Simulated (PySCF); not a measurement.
Molecule: C3H5O, net charge 0, doublet state. It need not be the lowest isomer of its formula. 
Geometry from a B3LYP-D3(BJ)/def2-TZVP (Ansatz) optimisation:
SMILES: C[C]1CO1
```xyz
9

C     -1.5516     0.0657    -0.0281
C     -0.1465    -0.3948    -0.1134
C      1.0769     0.1887    -0.6161
O      0.8121    -0.0654     0.8090
H     -2.0528    -0.3929     0.8258
H     -2.0960    -0.2025    -0.9336
H     -1.5993     1.1566     0.0965
H      1.1358     1.2465    -0.8606
H      1.8425    -0.4419    -1.0541
```
Charge 0, spin multiplicity 2.

Dispersion corrections to the total energy (kcal/mol) from the dftd3 and dftd4 libraries through PySCF: D3(BJ) without and D4 with the three-body term, each with the damping fitted for the functional named.

```csv
functional,D3(BJ),D4
B2PLYP,-2.28,(withheld)
B3LYP,(withheld),-4.62
LC-wPBE,-2.68,-3.18
B2GP-PLYP,-1.61,-1.18
HF,-27.32,-11.74
PW6B95,-1.34,(withheld)
BHLYP,-3.88,-3.10
```

**Question.** Some entries are withheld; supply them.

**Answer.** 
- B2PLYP, D4: -2.01
- B3LYP, D3(BJ): -5.15
- PW6B95, D4: -2.54
